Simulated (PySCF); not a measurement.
SMILES C=[CH][Al]([OH])[O]CC at its GFN2-xTB optimised geometry (Å):

```
16

Al    -0.6920     0.6212     0.0000
C      1.2904     0.6212     0.0000
C      2.0098    -0.4913    -0.0307
H      1.8079     1.5755     0.0235
H      3.0928    -0.4931    -0.0322
H      1.5409    -1.4635    -0.0578
O     -1.4212     2.0947     0.0000
H     -1.9038     2.9076    -0.0021
O     -1.4800    -0.8301    -0.0200
C     -1.9968    -2.1211     0.0629
C     -1.4832    -2.8465     1.3011
H     -3.0928    -2.0660     0.0967
H     -1.7086    -2.6781    -0.8382
H     -1.7719    -2.2985     2.1950
H     -1.8974    -3.8505     1.3470
H     -0.3978    -2.9076     1.2712
```

Computed with PySCF with PBE0/def2-TZVP. Cells within 0.4 Å of a nucleus heavier than hydrogen are left out (blank, or x).

Map of the log10 of the electron density (e/bohr³), floored at −4 on the plane z = 0.0 Å:

```
|00000000000000000000000000000|
|00000000000000000000000000000|
|00000000000000000000000000000|
|00000000111000000000000000000|
|00000001233221000000000000000|
|00000013455443100000000000000|
|00000024687654311111100000000|
|00000135799875422333220000000|
|0000013579xx86533455431000000|
|0000013579xx97545677642000000|
|00000134689986666789753100000|
|00000024567888678898753100000|
|000000234569xx788xx8654310000|
|000000234669xx788xx8765431000|
|00000124678887677899887642100|
|0000013578998656679xx99753100|
|0000234579xx8655679x988643100|
|0002345679x986446798876542000|
|00124677889865445798654421000|
|00135799xx8754334676543210000|
|001356889x8754323444321000000|
|00024567788754322232210000000|
|00012445666654321110000000000|
|00001234455443210000000000000|
|00000012344332100000000000000|
|00000001233221000000000000000|
|00000000111100000000000000000|
|00000000000000000000000000000|
|00000000000000000000000000000|
```
Scale: ten equal steps from -4.00 (start of '0') to -0.239 (end of '9'), in the order '0123456789'; x runs from -5.50 to 5.50, y from -5.50 (bottom) to 5.50 (top).
